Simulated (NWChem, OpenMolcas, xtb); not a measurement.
## CsCl (SMILES [Cl][Cs]): the HOMO–LUMO gap, rung by rung

CsCl: 2 atoms, total charge 0, spin state singlet. As SMILES, `[Cl][Cs]`. The bond length is the measured one.

```xyz
2

Cl    0.0000    0.0000    0.0000
Cs    0.0000    0.0000    2.9063
```

Each level gives the HOMO–LUMO gap (eV). The values are calculated.

| level | kind | program | value (eV) | CPU time |
| --- | --- | --- | --- | --- |
| GFN0-xTB | semi-empirical | xtb | 6.12 | under 2 s |
| GFN1-xTB | semi-empirical | xtb | 2.96 | under 2 s |
| HF/def2-TZVPP (core potential) | Hartree–Fock | NWChem | 8.86 | 5.2 s |
| SVWN5/def2-TZVPP (core potential) | LDA | NWChem | 3.37 | 4.9 s |
| BLYP/def2-TZVPP (core potential) | GGA | OpenMolcas | 3.02 | 8.8 s |
| M06-L/def2-TZVPP (core potential) | meta-GGA | NWChem | 3.77 | 11 s |
| BHLYP/def2-TZVPP (core potential) | global hybrid | NWChem | 6.27 | 6.1 s |
| CAM-B3LYP/def2-TZVPP (core potential) | range-separated hybrid | NWChem | 6.58 | 17 s |
| B2PLYP/def2-TZVPP (core potential) | double hybrid | NWChem | 6.33 | 10 s |

The values span 2.96 to 8.86 eV. Orbital gaps aren't excitation energies, and those of double hybrids come from the SCF part alone; they tend to grow with the share of exact exchange. CPU times are rough (shared hosts, several kinds of processor): they show what a rung costs within a factor of a few.
